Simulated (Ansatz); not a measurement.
Program: Ansatz. Geometries: PBE0-D4/def2-TZVP. ΔE: electronic, gas phase. CCSD(T)/CBS is the MP2 limit (def2-TZVPP, def2-QZVPP) plus CCSD(T) − MP2 in def2-TZVPP, frozen cores. This one scheme is used for every species. DFT in def2-TZVPP. Each species was taken in one conformer, which may not be the lowest.

Reaction (ligand exchange at the Si–C bond): `C[SiH2]C(F)F` + `N[SiH3]` → `C[SiH2]N[SiH3]` + `FCF`

CCSD(T)/CBS gives -21.7 kcal/mol.

**Question.** Another level gave -20.5 kcal/mol. Which?
A. ωB97M-V/def2-TZVPP
B. MP2/def2-TZVPP
C. PBE/def2-TZVPP
D. CCSD(T)/def2-TZVPP

**Answer.** A. ωB97M-V -20.5, PBE -17.9, MP2/def2-TZVPP -23.4, CCSD(T)/def2-TZVPP -22.2 kcal/mol.

Largest T1 diagnostic among the species: 0.012.

In def2-TZVPP, CCSD(T) changes the Hartree–Fock value by +2.1 kcal/mol (the triples alone add +0.3 kcal/mol) and MP2 by +0.9 kcal/mol. From PBE to PBE0 (25 % exact exchange), in def2-TZVPP and without D4, ΔE moves by −2.0 kcal/mol. The D4 term adds −1.1 kcal/mol with B3LYP and −0.6 kcal/mol with PBE0; it sums over pairs of atoms, weighted by their polarisabilities, and B3LYP, whose exchange is more repulsive, gets the larger term.

B3LYP here is the variant with VWN-RPA as its local correlation; programs differ in this.
